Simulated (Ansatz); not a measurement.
Cl4Ge, charge +1, doublet, at a GFN2-xTB geometry (a state made from the parent by changing its charge; the spin is typed, not shown lowest). Base run: CAM-B3LYP/6-31G run with Ansatz (a first-principles code).

The Ansatz input:
Ansatz 0.2 input:
```yaml
crystal:
  periodic: [false, false, false]
  atoms:
    - {symbol: Cl, position_ang: [-0.94911589, -1.52714720, -1.17575110]}
    - {symbol: Ge, position_ang: [-0.00000000, -0.00000000, 0.00000000]}
    - {symbol: Cl, position_ang: [2.10292203, -0.41368165, 0.14824520]}
    - {symbol: Cl, position_ang: [-0.28957289, 1.91039693, -0.93910666]}
    - {symbol: Cl, position_ang: [-0.86423325, 0.03043192, 1.96661257]}
basis:
  gaussian:
    orbitals: 6-31G
hamiltonian:
  xc: cam_b3lyp
total_charge: 1
magnetization: {spin_polarized: true, initial_magnetization: 1}
```

Each row names what was changed in the base input (with any setting that the change needs).

```tsv
change	ΔE vs base (mEh)
base	0.000
fitting.mean_field = cc-pVTZ-JKFIT	-0.049
point_charge = charge:0.5 position_ang:0.8778, -1.7152, 4.7742	46.274
point_charge = charge:-1.0 position_ang:4.5199, -0.1912, 2.4576	-126.2
lower_state_search = full	0.000
forces = on	0.000
lower_state_search = light	0.000
nuclear_model = gaussian	10.095
fitting.mean_field = def2-universal-JKFIT	-0.019
final_grid = 14, 28, 59	-0.005
lower_state_search = off	0.000
```

Ansatz warned in this series: the state or the total is in doubt.
